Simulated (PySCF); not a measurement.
# Group charges in `CC(=O)c1noc(C)n1`

Compound: C₅H₆N₂O₂.
Atom-mapped SMILES: `[CH3:1][C:2](=[O:3])[c:4]1[n:5][o:6][c:7]([CH3:8])[n:9]1` (hydrogens: H10, H11, H12 on C1; H13, H14, H15 on C8)

Structure used (PBE0-D3(BJ)/def2-TZVP), in Å, numbered top down from 1:
```
atom  x, y, z in Å
C1    -2.606    0.468   -0.008
C2    -1.911   -0.646    0.711
O3    -2.483   -1.505    1.328
C4    -0.415   -0.636    0.621
N5     0.329   -1.506    1.241
O6     1.604   -1.141    0.893
C7     1.511   -0.076    0.089
C8     2.756    0.516   -0.436
N9     0.287    0.284   -0.115
H10   -2.348    0.447   -1.070
H11   -2.261    1.434    0.370
H12   -3.681    0.368    0.126
H13    3.294   -0.211   -1.048
H14    2.511    1.386   -1.040
H15    3.413    0.813    0.384
```

Atomic charges (e) from the PBE0/pcSseg-2 density (PySCF):

| atom | Mulliken | IAO | Hirshfeld | ESP-fitted |
| --- | --- | --- | --- | --- |
| C1 | -0.0154 | -0.4905 | -0.1304 | -0.4923 |
| C2 | +0.1268 | +0.3873 | +0.1621 | +0.5185 |
| O3 | -0.3403 | -0.3871 | -0.2215 | -0.4779 |
| C4 | +0.2324 | +0.1453 | +0.0677 | +0.5799 |
| N5 | -0.0670 | -0.1019 | -0.0907 | -0.4202 |
| O6 | -0.1934 | -0.1567 | -0.0262 | -0.1361 |
| C7 | +0.3501 | +0.3499 | +0.1530 | +0.8460 |
| C8 | -0.0783 | -0.4644 | -0.1121 | -0.7837 |
| N9 | -0.3457 | -0.3617 | -0.1882 | -0.7626 |
| H10 | +0.0407 | +0.1782 | +0.0597 | +0.1469 |
| H11 | +0.0403 | +0.1769 | +0.0598 | +0.1452 |
| H12 | +0.0683 | +0.1729 | +0.0585 | +0.1610 |
| H13 | +0.0577 | +0.1826 | +0.0694 | +0.2163 |
| H14 | +0.0670 | +0.1869 | +0.0697 | +0.2460 |
| H15 | +0.0567 | +0.1822 | +0.0691 | +0.2132 |

Task: Cut each of the bonds C1–C2, C2–C4 and C8–C7 in turn and sum the charges on the side of the atom named first.

Result: In e; the other side holds the opposite charge:

| bond cut | piece | atoms | Mulliken | IAO | Hirshfeld | ESP-fitted |
| --- | --- | --- | --- | --- | --- | --- |
| C1–C2 | CH3 | 4 | +0.134 | +0.037 | +0.048 | -0.039 |
| C2–C4 | C2H3O | 6 | -0.080 | +0.038 | -0.012 | +0.001 |
| C8–C7 | CH3 | 4 | +0.103 | +0.087 | +0.096 | -0.108 |

Extremes among these pieces. Mulliken: lowest C2H3O at C2, highest CH3 at C1; IAO: lowest CH3 at C1, highest CH3 at C8; Hirshfeld: lowest C2H3O at C2, highest CH3 at C8; ESP-fitted: lowest CH3 at C8, highest C2H3O at C2.

Task: Do the schemes agree better on the pieces than on the single atoms at the cuts?

Result: The spread between schemes averages 0.167 e for the pieces and 0.525 e for the atoms named first; it is smaller for the piece at 3 of the 3 cuts. On average they agree better on the pieces. The sign differs between schemes (beyond ±0.03 e) for CH3 at C1, C2H3O at C2 and CH3 at C8.

Isolated species at its PBE0-D3(BJ)/def2-TZVP geometry (one conformer only).
